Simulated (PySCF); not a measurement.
Harmonic spectrum computed at PBE in the def2-SVP basis family (core potentials from Rb on, PySCF, no spin–orbit coupling):

```csv
ω (cm⁻¹),"IR (km/mol, summed over degenerate members)",degeneracy
53,1.2,2
143,0.0,1
216,19.8,1
```

**Question.** Which molecule gave it? In each, all ligands are bound to the one heavy central atom.
A. GaI₂ (doublet)
B. MnI₂ (sextet)
C. HgI₂ (singlet)
D. VI₂ (quartet)

**Answer.** C. It has D∞h symmetry with Hg–I 2.635 Å (×2).
